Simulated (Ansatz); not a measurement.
Start from `N[SiH2]O[SiH](N)Cl` and change one atom or group to get `[NH2][GeH2][O][SiH](N)Cl`.

Ansatz, PBE0-D4/def2-TZVP geometries, multiplicity 1. Each molecule was computed in one conformer, which needn't be the lowest.

Scalar relativity is left out up to krypton.

| property | `N[SiH2]O[SiH](N)Cl` |
| --- | --- |
| size of the dipole moment (B3LYP/def2-TZVPP) / D | 2.90 |
| HOMO–LUMO gap (PBE/def2-TZVPP) / eV | 5.99 |
| HOMO energy (PBE0/def2-TZVPP) / eV | -7.79 |
| LUMO energy (PBE/def2-TZVPP) / eV | -0.34 |
| LUMO energy (ωB97M-V/def2-TZVPP) / eV | 1.92 |
| HOMO energy (B3LYP/def2-TZVPP) / eV | -7.52 |

Problem. Give the same properties after the change, and the shifts. (Estimate.)

Solution. The calculation gave: 
| property | `[NH2][GeH2][O][SiH](N)Cl` | shift |
| --- | --- | --- |
| size of the dipole moment (B3LYP/def2-TZVPP) / D | 2.08 | -0.82 |
| HOMO–LUMO gap (PBE/def2-TZVPP) / eV | 5.85 | -0.14 |
| HOMO energy (PBE0/def2-TZVPP) / eV | -7.62 | 0.17 |
| LUMO energy (PBE/def2-TZVPP) / eV | -0.31 | 0.03 |
| LUMO energy (ωB97M-V/def2-TZVPP) / eV | 1.95 | 0.03 |
| HOMO energy (B3LYP/def2-TZVPP) / eV | -7.37 | 0.15 |

Dipoles are sizes alone; their direction can turn.

B3LYP here is the variant with VWN-RPA as its local correlation; programs differ in this.
